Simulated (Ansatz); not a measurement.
Two members of one family (Series CdX2), computed with Ansatz in the gas phase; def2 core potentials for Cd, no spin–orbit coupling. The two geometries come from different levels. Binding counts from free atoms in the multiplicity of their measured ground term, without zero-point energy. A dash marks a value that wasn't run or was left out as unsound. The structures are stationary points that may keep the symmetry of their start.

First: Cd(NH2)2 (singlet, charge 0, r2SCAN-D4/def2-TZVP geometry).

```xyz
7

Cd    0.065    0.037    0.017
N     0.744   -0.020   -1.873
H     0.248   -0.710   -2.431
H     0.614    0.869   -2.348
N    -0.394    0.222    1.965
H     0.104   -0.457    2.534
H    -1.381    0.059    2.136
```

```csv
level,HOMO (eV),LUMO (eV),gap (eV),vertical IE (eV),binding per atom (eV)
PBE-D4/def2-SVP,-5.10,-1.19,3.92,–,2.85
PBE-D4/def2-TZVP,-5.40,-1.42,3.98,8.45,2.87
revPBE-D4/def2-TZVP,-5.32,-1.33,3.99,–,2.78
B97M-V/def2-TZVP,-5.66,-1.38,4.28,–,2.76
PBE0-D4/def2-TZVP,-6.69,-0.62,6.07,8.68,2.77
```

Metal–donor distances: 2 × N 2.01 Å.

Second: CdMe2 (singlet, charge 0, PBE0-D4/def2-TZVP geometry).

```xyz
9

Cd    0.000    0.000    0.000
C    -1.535   -1.433    0.244
H    -2.293   -1.321   -0.534
H    -2.019   -1.316    1.216
H    -1.128   -2.444    0.184
C     1.534    1.434   -0.244
H     2.076    1.260   -1.176
H     2.247    1.378    0.582
H     1.118    2.442   -0.271
```

Question: Estimate the same table for the second.

Answer: 
```csv
level,HOMO (eV),LUMO (eV),gap (eV),vertical IE (eV),binding per atom (eV)
PBE-D4/def2-SVP,-5.68,-0.62,5.06,–,3.36
PBE-D4/def2-TZVP,-5.77,-0.68,5.09,8.78,3.35
revPBE-D4/def2-TZVP,-5.69,-0.59,5.10,–,3.29
B97M-V/def2-TZVP,-5.96,-0.68,5.28,–,3.30
PBE0-D4/def2-TZVP,-6.84,0.00,6.84,8.84,3.33
```

Metal–donor distances: 2 × C 2.11 Å.
